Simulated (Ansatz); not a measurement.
Cartesian coordinates in Å:
```
C -0.115 -1.225 -0.175
B 0.052 0.317 0.039
O 0.418 0.769 1.279
O -0.194 1.154 -1.018
H 0.538 -1.800 0.483
H -1.144 -1.514 0.064
H 0.066 -1.515 -1.211
H 0.483 1.722 1.372
H -0.105 2.092 -0.834
```

The species carries charge 0 and has multiplicity 1.

(1) List the r2SCAN/def2-TZVPP orbital energies in eV (the Gaussian-basis code of Ansatz). (An estimate is asked.)

Answers

(1) Computed: Occupied: -516.03, -516.03, -272.01, -181.13, -27.34, -26.41, -17.93, -14.29, -14.00, -10.74, -10.29, -9.53, -9.02, -8.39, -8.38, -8.01. Lowest empty: 0.23, 0.97, 1.88, 2.14, 3.27, 3.72, 3.82, 4.98.
